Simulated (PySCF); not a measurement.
## Bonding in `COCP(C)CC(C)C`

C₇H₁₇OP.
Numbering: `[CH3:1][O:2][CH2:3][P:4]([CH3:5])[CH2:6][CH:7]([CH3:8])[CH3:9]` (hydrogens: H10, H11, H12 on C1; H13, H14 on C3; H15, H16, H17 on C5; H18, H19 on C6; H20 on C7; H21, H22, H23 on C8; H24, H25, H26 on C9)

Cartesian coordinates in Å at the GFN2-xTB level; atoms count from 1:
```
atom  x, y, z in Å
C1     3.1367    1.1142    0.0299
O2     2.0779    0.2266   -0.2065
C3     1.5912   -0.3727    0.9648
P4     0.1673   -1.5212    0.5738
C5     1.0168   -2.5142   -0.7357
C6    -0.7924   -0.3970   -0.5601
C7    -1.5693    0.6929    0.1781
C8    -2.1982    1.6576   -0.8258
C9    -2.6378    0.0791    1.0761
H10    3.4258    1.5228   -0.9368
H11    2.8284    1.9313    0.6946
H12    3.9947    0.6001    0.4815
H13    1.2474    0.3874    1.6849
H14    2.3774   -0.9640    1.4630
H15    0.2817   -3.1478   -1.2290
H16    1.4955   -1.8607   -1.4617
H17    1.7630   -3.1516   -0.2641
H18   -1.4905   -1.0323   -1.1148
H19   -0.0892    0.0477   -1.2685
H20   -0.8707    1.2590    0.8049
H21   -1.4330    2.1253   -1.4417
H22   -2.8892    1.1279   -1.4789
H23   -2.7478    2.4414   -0.3086
H24   -3.1566    0.8511    1.6402
H25   -3.3683   -0.4617    0.4776
H26   -2.1819   -0.6186    1.7763
```

Bond orders from the PBE0/pcSseg-1 density (PySCF). One conformer (not necessarily the lowest) at the GFN2-xTB geometry, without solvent, vibrations or thermal averaging.

(1) Where do the orders between heavy atoms depart from those drawn in the SMILES?

(2) Set the Mayer orders of the bonds between heavy atoms beside their lengths.

## Answers

(1) The largest departure is 0.098, at O2–C3 (drawn single, 0.902).

(2) 
```json
{"bond": "C1–O2", "drawn as": "single", "length (Å)": "1.402", "Mayer order": "0.931"}
{"bond": "O2–C3", "drawn as": "single", "length (Å)": "1.403", "Mayer order": "0.902"}
{"bond": "C3–P4", "drawn as": "single", "length (Å)": "1.871", "Mayer order": "0.957"}
{"bond": "P4–C5", "drawn as": "single", "length (Å)": "1.850", "Mayer order": "0.998"}
{"bond": "P4–C6", "drawn as": "single", "length (Å)": "1.863", "Mayer order": "0.963"}
{"bond": "C6–C7", "drawn as": "single", "length (Å)": "1.529", "Mayer order": "0.997"}
{"bond": "C7–C8", "drawn as": "single", "length (Å)": "1.528", "Mayer order": "1.045"}
{"bond": "C7–C9", "drawn as": "single", "length (Å)": "1.525", "Mayer order": "1.023"}
```

By pair of heavy elements: C–O: lowest O2–C3 (0.902, 1.403 Å), highest C1–O2 (0.931, 1.402 Å). C–P: lowest C3–P4 (0.957, 1.871 Å), highest P4–C5 (0.998, 1.850 Å). C–C: lowest C6–C7 (0.997, 1.529 Å), highest C7–C8 (1.045, 1.528 Å); in 1 of the 3 pairs the longer bond (by over 0.003 Å) has the higher order (by 0.02 or more).

Task: And the bonds to hydrogen?

Result: C–H: 0.93 to 0.97 (17 bonds).

Task: Sum the orders of all bonds at each heavy atom with more than one neighbour and set the sums beside the valence in the SMILES.

Result: C1 3.823 (drawn 4), O2 1.833 (drawn 2), C3 3.725 (drawn 4), P4 2.918 (drawn 3), C5 3.856 (drawn 4), C6 3.829 (drawn 4), C7 4.001 (drawn 4), C8 3.943 (drawn 4), C9 3.912 (drawn 4). Orders between atoms that aren't bonded are not in these sums.

For a closed shell the Mayer order of atoms A and B is Σ (PS)μν (PS)νμ over the basis functions μ on A and ν on B, with P the density and S the overlap matrix.

These values come from a run that also computed NMR shieldings. The run took about 2.5 min of CPU time (one thread, shared machine).
